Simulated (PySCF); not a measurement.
A TDDFT job was run through a driver script with this input:

```
{"job": {"kind": "uv", "xc": "PBE0", "basis": "def2-SVPD", "nstates": 8, "ntriplets": 3}, "charge": 0, "multiplicity": 1}
C      2.393955     0.503815    -0.049889
C      0.958944     0.329040     0.427788
C      0.263700    -0.839542    -0.259974
C     -1.177987    -1.004820     0.206794
Ge    -2.331748     0.548310    -0.197338
H      2.865201     1.346308     0.450750
H      2.418488     0.684753    -1.122484
H      2.978169    -0.390074     0.159180
H      0.394931     1.244854     0.220882
H      0.947889     0.169166     1.508733
H      0.820304    -1.760765    -0.062258
H      0.275635    -0.674261    -1.341014
H     -1.613919    -1.883694    -0.274191
H     -1.198894    -1.194949     1.281963
H     -2.182230     1.675574     0.774997
H     -2.041741     1.096003    -1.559040
H     -3.777695     0.162313    -0.174808
```

Output (SCF cycles cut):

```
converged SCF energy = -2235.8149543724

Static polarisability (au): isotropic 80.899, principal 71.325 76.969 94.403

Singlet excitations
state   eV       nm        f      main configurations
  1   7.7049    160.9   0.00290   H->L 0.93
  2   8.1697    151.8   0.19232   H->L+1 0.88
  3   8.2889    149.6   0.01283   H->L+2 0.59, H-1->L 0.27
  4   8.3695    148.1   0.03455   H-1->L 0.64, H->L+2 0.25
  5   8.5492    145.0   0.01371   H->L+3 0.34, H-2->L 0.31, H->L+4 0.14
  6   8.6061    144.1   0.05538   H-1->L+1 0.52, H-2->L 0.28
  7   8.6146    143.9   0.05282   H-2->L 0.32, H->L+3 0.27, H-1->L+1 0.26
  8   8.7648    141.5   0.01358   H-3->L 0.42, H->L+5 0.14, H-1->L+2 0.11

Triplet excitations (Tamm-Dancoff, eV): 7.3539 7.6001 7.9759
```

Method: PySCF, TDDFT PBE0/def2-SVPD, vertical, gas phase, core orbitals frozen in the response. The structure is a single GFN2-xTB conformer in the gas phase; no vibrational or solvent corrections. Relativistic effects, spin–orbit coupling among them, are left out although an element past zinc is present.

Give the energy of state 4 in hartree, cm⁻¹ and kJ/mol.

0.30757 hartree, 67505 cm⁻¹, 807.5 kJ/mol.

What transition dipole goes with state 2?

|μ|² = 3f / (2ΔE) = 3 × 0.1923 / (2 × 0.3002) = 0.961 au, so |μ| = 2.49 D.

Which orbital energies lie behind H and L?

HOMO -8.30 eV and LUMO 0.53 eV, a gap of 8.83 eV; state 1 differs from that by -1.12 eV.

How many basis functions and electrons does this run hold?

214 basis functions for 68 electrons in 34 doubly occupied orbitals.

What is the gap between the lowest singlet and the lowest triplet?

7.7049 − 7.3539 = 0.3510 eV (full response against Tamm–Dancoff).

Write the structure that the coordinates describe.

n-butylgermane (`C([CH2][GeH3])CC`) (C4H12Ge), point group C1.

H and L stand for HOMO and LUMO.

Shape of the structure used: `[CH3:1][CH2:2][CH2:3][CH2:4][GeH3:5]`: C1–C2–C3–C4 -179°, C2–C3–C4–Ge5 62°.
